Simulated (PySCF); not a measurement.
Be(Me) (CH3Be), SMILES [Be][CH3], multiplicity 2. Geometry: PBE0-D3(BJ)/def2-TZVPD. The spin state was assumed, not searched. The isomer is the one that the SMILES or the coordinates give; other isomers of the formula were not compared.

These are PBE0-D3(BJ)/def2-TZVPD in PySCF 2.14.0 values and carry that method's errors.

Harmonic wavenumbers (cm⁻¹): 562, 563, 873, 1204, 1424, 1424, 3020, 3102, 3102. Rotational constants (GHz): 160.7, 25.91, 25.91; symmetry number 3.

Problem. Work out the zero-point energy and the ideal-gas rigid-rotor harmonic-oscillator thermochemistry at 298.15 K and 1 atm.

Solution. ZPE = ½ Σ hcν = ½ × 15276 cm⁻¹ = 91.37 kJ/mol. H − E(el) = 102.47 kJ/mol. Entropy in J/(mol K): translation 148.41, rotation 68.85, vibration 5.30, spin 5.76, total 228.32. G − E(el) = 34.40 kJ/mol. Cp = 46.48 J/(mol K).
